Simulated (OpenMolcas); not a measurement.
Pt4+ among 6 point charges of -1 e arranged as a trigonal antiprism (D3d), with a polar angle of 58.6° against the regular 54.74°.

- Program: OpenMolcas
- Method: CASSCF
- Basis: ANO-RCC-VTZP [8s7p5d3f1g]
- Scalar Hamiltonian: DKH2, point nucleus
- Active space: 6 electrons in 5 orbitals (5d)
- State averaging: 2S+1 = 5 even, 5 roots; 2S+1 = 3 even, 45 roots; 2S+1 = 1 even, 50 roots
- Spin-orbit coupling: RASSI with atomic mean-field integrals over the reference wave functions

All point charges move together. At R = 2.06 Å the first state of the same spin is 1182 cm-1, and at R = 2.34 Å it is 805.1 cm-1.

A third run gives 1027 cm-1. What distance was it run at?

With a power law R^-n the two known points give n = -ln(805.1 / 1182) / ln(2.34 / 2.06) = 3.01. Then R = 2.06 × (1182 / 1027)^(1/3.01) = 2.158 Å. The run was at 2.16 Å, so the estimate is off by -0.002 Å.

Without dynamic correlation the repulsion within the d shell is too large (B by tens of per cent), so at a given field states of lower spin stand too high. Point charges give a weaker field than real ligands, and real ions of this kind are as a rule low spin; the high spin found here belongs to the model. The ground term spreads over less than 5000 cm-1, several times less than with real ligands, so orbital moments are less quenched and χT lies further from the spin-only value than at real sites. Spin-orbit coupling mixes the spin-free states strongly: the lowest level takes only 53 % from its leading state, 5A1 (figures for R = 2.06; the like holds for R = 2.16, R = 2.34). This is an electrostatic model: the charges have no orbitals. No measured value stands beside these numbers.
